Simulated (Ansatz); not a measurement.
Relaxation of ClGe₂H₇ (10 atoms, charge 0, multiplicity 1), to a largest force component of 0.03 eV/Å in at most 50 steps.

Method: RKS PBE-D4/def2-SVP (Ansatz).

```xyz
10
Properties=species:S:1:pos:R:3:forces:R:3
Ge 0.199 0.002 0.127 0.13 -0.10 -0.32
Ge 0.198 -0.004 2.537 0.10 0.12 0.37
H -1.137 -0.527 3.163 -0.05 0.00 -0.07
H 1.302 -0.929 3.118 0.02 0.01 -0.03
H 0.409 1.427 3.103 -0.01 -0.03 0.01
H 1.690 -0.010 -0.324 -0.03 -0.02 0.01
H -0.479 1.259 -0.467 0.01 -0.05 0.05
H -0.483 -1.297 -0.374 0.03 0.06 -0.06
Cl -3.120 0.246 0.936 0.20 -0.25 0.77
H -2.506 -0.167 2.054 -0.39 0.26 -0.74
```

Q: Where does it end, and by what steps?

A: The run converged. The force dipped under the threshold on the way, but the program's further checks kept it going. After 9 steps the energy has fallen by 0.059 eV; Cl9 moved furthest, 0.36 Å.

```tsv
step	energy less start (eV)	largest force component (eV/Å)	accepted
0	0.0000	0.771	yes
1	-0.0401	0.616	yes
2	-0.0444	0.567	yes
3	-0.0488	0.441	yes
4	-0.0528	0.335	yes
5	-0.0559	0.101	yes
6	-0.0572	0.040	yes
7	-0.0577	0.040	yes
8	-0.0589	0.018	yes
9	-0.0592	0.013	yes
```

```xyz
10
Properties=species:S:1:pos:R:3
Ge 0.289 -0.045 0.100
Ge 0.220 -0.016 2.537
H -1.110 -0.653 3.057
H 1.376 -0.850 3.151
H 0.285 1.428 3.099
H 1.772 -0.001 -0.357
H -0.458 1.181 -0.475
H -0.357 -1.349 -0.430
Cl -3.334 0.452 1.142
H -2.611 -0.147 2.048
```

Whether the end is a true minimum wasn't checked by a vibrational analysis.

Time of the run: 12 s on 4 threads of Arm Neoverse V1, with other jobs on the host, peak memory 0.18 GiB.
